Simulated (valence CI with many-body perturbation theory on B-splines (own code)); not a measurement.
## E1 line list for Hf XLI

Calculated by valence CI with perturbative core correlation (CI+MBPT): four valence electrons over a frozen Dirac-Fock core [Ar] 3d10, a basis of 11 s, 11 p, 9 d, 7 f, 5 g, 2 h, 1 i functions for each j, with the one-electron correlation potential Σ1 (screened to all orders), the two-electron term Σ2, the three-electron term Σ3, Breit, model QED; selected single and double excitations, second order for the rest (own B-spline code, finite nucleus).

The last digits are not significant, and no measured levels were compared; by estimate large intervals hold to a few tenths of a per cent, small ones and those within an open d or f shell to about a per cent.

Lines 51 to 100 of 237 in falling wavelength, among levels below 33.345 Ry, chosen from the strongest by gf and those to the six lowest levels. Wavelengths and rates use the calculated energies. Electric multipoles are in the length gauge, E1 and E2 with the static RPA response of the core. Weak lines are less certain than strong ones. Lines between different terms over intervals too small for the method are left out, as are lines whose strength nearly cancels. Where a level lies close to another of its J and parity, the split of strength between their lines is uncertain. The highest levels of a list are the least certain.

Levels are named by their leading jj configuration (3d3/2^4 stands for four electrons in 3d with j = 3/2), which in mixed levels can hold well under half, so a name can repeat and another be missing. Letters in brackets count levels of one name in rising energy.

```
λ vac (Å)                           Upper                       Lower   A (s⁻¹)  log gf  Branch %
    123.6  (4s 4p1/2 4p3/2 4d5/2) J=2 [d]      (4s^2 4p3/2 4d5/2) J=3  1.69e+10   -0.71       1.6
    123.5           (4p1/2^2 4p3/2^2) J=0  (4s 4p1/2 4p3/2^2) J=1 [a]  5.40e+10   -0.91      12.4
    123.2  (4s 4p1/2 4p3/2 4d5/2) J=4 [b]      (4s^2 4p3/2 4d5/2) J=4  1.08e+10   -0.66       6.3
    122.8          (4s 4p1/2^2 4p3/2) J=1      (4s^2 4p1/2 4p3/2) J=2  3.01e+10   -0.69      10.2
    122.2          (4s^2 4p1/2 4f5/2) J=3      (4s^2 4p3/2 4d3/2) J=3  5.39e+09   -1.07       0.6
    121.5      (4s 4p1/2 4p3/2^2) J=1 [a]          (4s^2 4p3/2^2) J=2  6.66e+09   -1.35       1.8
    120.6             (4p1/2 4p3/2^3) J=2            (4s 4p3/2^3) J=2  1.84e+10   -0.70       1.8
    119.1           (4p1/2^2 4p3/2^2) J=2      (4s 4p1/2 4p3/2^2) J=3  3.62e+10   -0.42       6.5
    118.3  (4s 4p1/2 4p3/2 4d3/2) J=1 [d]      (4s^2 4p3/2 4d3/2) J=2  1.21e+10   -1.12       0.9
    118.2      (4s 4p1/2 4p3/2^2) J=2 [b]          (4s^2 4p3/2^2) J=2  1.91e+10   -0.70       3.2
    118.0          (4s 4p1/2^2 4d5/2) J=2  (4s 4p1/2 4p3/2^2) J=2 [a]  8.41e+09   -1.06       4.7
    118.0          (4s 4p1/2^2 4p3/2) J=1      (4s^2 4p1/2 4p3/2) J=1  7.53e+09   -1.33       2.6
    116.6      (4s 4p1/2 4p3/2^2) J=1 [b]          (4s^2 4p3/2^2) J=2  1.60e+10   -1.01       2.0
    116.5           (4p1/2^2 4p3/2^2) J=2      (4s^2 4p1/2 4d5/2) J=2  4.10e+09   -1.38       0.7
    113.1  (4s 4p1/2 4p3/2 4d5/2) J=4 [c]      (4s^2 4p3/2 4d5/2) J=4  5.83e+09   -1.00       0.9
    112.9  (4s 4p1/2 4p3/2 4d5/2) J=3 [c]      (4s^2 4p3/2 4d5/2) J=4  9.97e+09   -0.87       1.3
    111.1  (4s 4p1/2 4p3/2 4d3/2) J=2 [d]      (4s^2 4p3/2 4d3/2) J=3  2.07e+10   -0.72       1.3
    105.8           (4p1/2^2 4p3/2^2) J=2      (4s^2 4p1/2 4d5/2) J=3  7.77e+09   -1.19       1.4
    100.5           (4p1/2^2 4p3/2^2) J=2  (4s 4p1/2 4p3/2^2) J=2 [a]  7.99e+09   -1.22       1.4
    95.85  (4s 4p1/2 4p3/2 4d3/2) J=2 [a]      (4s 4p1/2 4p3/2^2) J=3  7.22e+09   -1.30       6.5
    94.49  (4s 4p1/2 4p3/2 4d3/2) J=3 [a]      (4s 4p1/2 4p3/2^2) J=3  6.54e+09   -1.21      15.1
    93.05          (4s 4p1/2^2 4d3/2) J=1      (4s 4p1/2^2 4p3/2) J=1  1.97e+10   -1.11      41.6
    92.24  (4s 4p1/2 4p3/2 4d3/2) J=2 [b]  (4s 4p1/2 4p3/2^2) J=2 [b]  1.08e+10   -1.16       4.5
    87.35          (4s^2 4p1/2 4d3/2) J=2      (4s^2 4p1/2 4p3/2) J=2  6.91e+09   -1.40      92.5
    84.90          (4s^2 4p1/2 4d3/2) J=2      (4s^2 4p1/2 4p3/2) J=1  5.17e+08   -2.55       6.9
    84.73          (4s^2 4p3/2 4d3/2) J=1          (4s^2 4p3/2^2) J=0  6.02e+07   -3.71       0.0
    84.17  (4s 4p1/2 4p3/2 4d3/2) J=3 [c]      (4s 4p1/2 4p3/2^2) J=3  6.01e+09   -1.35       0.7
    84.16          (4s 4p1/2^2 4d3/2) J=1      (4s 4p1/2^2 4p3/2) J=2  6.33e+09   -1.70      13.4
    82.96  (4s 4p1/2 4p3/2 4d3/2) J=2 [c]      (4s 4p1/2 4p3/2^2) J=3  8.12e+09   -1.38       0.7
    82.50          (4s 4p1/2^2 4d3/2) J=2      (4s 4p1/2^2 4p3/2) J=2  2.14e+10   -0.96      50.0
    80.38          (4s^2 4p3/2 4d3/2) J=2          (4s^2 4p3/2^2) J=2  5.71e+08   -2.56       0.0
    79.85          (4s^2 4p3/2 4d3/2) J=1          (4s^2 4p3/2^2) J=2  1.27e+09   -2.44       0.1
    79.66  (4s 4p1/2 4p3/2 4d3/2) J=3 [b]      (4s^2 4p1/2 4d5/2) J=3  7.47e+09   -1.30      27.4
    79.15          (4s^2 4p3/2 4d3/2) J=3          (4s^2 4p3/2^2) J=2  3.15e+09   -1.68       0.3
    78.83      (4s 4p1/2 4p3/2^2) J=2 [a]      (4s^2 4p1/2 4p3/2) J=2  1.69e+09   -2.10      40.0
    78.60          (4s^2 4p1/2 4f7/2) J=4      (4s 4p1/2 4p3/2^2) J=3  5.46e+09   -1.34       4.5
    77.91          (4s^2 4p1/2 4d3/2) J=1      (4s^2 4p1/2 4p3/2) J=2  1.70e+09   -2.33       0.1
    76.99          (4s^2 4p3/2 4d5/2) J=2          (4s^2 4p3/2^2) J=2  9.85e+09   -1.36      99.2
    76.86          (4s 4p1/2^2 4d5/2) J=2      (4s 4p1/2^2 4p3/2) J=1  3.87e+10   -0.77      21.4
    76.82      (4s 4p1/2 4p3/2^2) J=2 [a]      (4s^2 4p1/2 4p3/2) J=1  1.19e+09   -2.28      28.1
    76.60  (4s 4p1/2 4p3/2 4d5/2) J=3 [a]      (4s 4p1/2 4p3/2^2) J=3  2.40e+10   -0.83       8.5
    75.94          (4s^2 4p1/2 4d3/2) J=1      (4s^2 4p1/2 4p3/2) J=1  7.91e+08   -2.69       0.1
    75.84          (4s^2 4p1/2 4d5/2) J=3      (4s^2 4p1/2 4p3/2) J=2  2.49e+10   -0.82      86.7
    75.39  (4s 4p1/2 4p3/2 4d5/2) J=2 [b]      (4s 4p1/2 4p3/2^2) J=3  1.59e+10   -1.17       4.7
    74.45  (4s 4p1/2 4p3/2 4d3/2) J=3 [c]  (4s 4p1/2 4p3/2^2) J=2 [a]  9.44e+09   -1.26       1.1
    74.30  (4s 4p1/2 4p3/2 4d5/2) J=1 [b]  (4s 4p1/2 4p3/2^2) J=1 [a]  2.07e+10   -1.29       5.1
    74.16  (4s 4p1/2 4p3/2 4d5/2) J=3 [c]  (4s 4p1/2 4p3/2^2) J=2 [b]  1.31e+10   -1.12       1.7
    73.74  (4s 4p1/2 4p3/2 4d5/2) J=4 [b]      (4s 4p1/2 4p3/2^2) J=3  9.07e+09   -1.18       5.3
    73.13  (4s 4p1/2 4p3/2 4d5/2) J=2 [c]  (4s 4p1/2 4p3/2^2) J=1 [b]  2.93e+10   -0.93       4.6
    73.10  (4s 4p1/2 4p3/2 4d5/2) J=3 [b]      (4s^2 4p1/2 4d5/2) J=2  8.04e+09   -1.35       1.5
```
